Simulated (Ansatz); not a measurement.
CH8FNSi2 (`N[SiH](F)C[SiH3]`). Total charge 0; spin multiplicity 1. The structure was optimised at the PBE0-D4/def2-TZVP level. It is one conformer, not always the lowest.

```xyz
13

N    -1.875    0.371   -0.254
Si   -0.904   -0.978    0.103
F    -1.517   -1.925    1.248
C     0.761   -0.404    0.680
Si    1.559    0.871   -0.437
H    -1.878    1.195    0.324
H    -2.734    0.279   -0.770
H    -0.845   -1.825   -1.111
H     1.416   -1.278    0.763
H     0.670    0.013    1.690
H     1.488    0.442   -1.859
H     0.867    2.179   -0.299
H     2.992    1.062   -0.079
```

(1) What is the dipole moment at B3LYP/def2-TZVPP? (Estimate.)

(2) And with PBE, r2SCAN, ωB97M-V? (An estimate is asked.)

(3) Give the Mulliken charges with B3LYP, PBE, ωB97M-V in def2-TZVPP. (An estimate is asked.)

Results:

(1) Ansatz gave: 1.29 D, with components (-0.38, 1.23, -0.07) D in this frame, pointing from negative to positive charge.

(2) Ansatz gave: PBE 1.28 D, r2SCAN 1.28 D, ωB97M-V 1.29 D.

(3) Ansatz gave: 
```json
{"atom": "N1", "B3LYP": "-0.40", "PBE": "-0.38", "ωB97M-V": "-0.36"}
{"atom": "Si2", "B3LYP": "0.65", "PBE": "0.54", "ωB97M-V": "0.61"}
{"atom": "F3", "B3LYP": "-0.33", "PBE": "-0.29", "ωB97M-V": "-0.32"}
{"atom": "C4", "B3LYP": "-0.35", "PBE": "-0.30", "ωB97M-V": "-0.45"}
{"atom": "Si5", "B3LYP": "0.27", "PBE": "0.19", "ωB97M-V": "0.17"}
{"atom": "H6", "B3LYP": "0.14", "PBE": "0.15", "ωB97M-V": "0.12"}
{"atom": "H7", "B3LYP": "0.14", "PBE": "0.15", "ωB97M-V": "0.12"}
{"atom": "H8", "B3LYP": "-0.11", "PBE": "-0.11", "ωB97M-V": "-0.06"}
{"atom": "H9", "B3LYP": "0.10", "PBE": "0.11", "ωB97M-V": "0.13"}
{"atom": "H10", "B3LYP": "0.10", "PBE": "0.11", "ωB97M-V": "0.13"}
{"atom": "H11", "B3LYP": "-0.07", "PBE": "-0.05", "ωB97M-V": "-0.03"}
{"atom": "H12", "B3LYP": "-0.08", "PBE": "-0.07", "ωB97M-V": "-0.04"}
{"atom": "H13", "B3LYP": "-0.07", "PBE": "-0.06", "ωB97M-V": "-0.03"}
```

B3LYP here is the variant with VWN-RPA as its local correlation; programs differ in this.
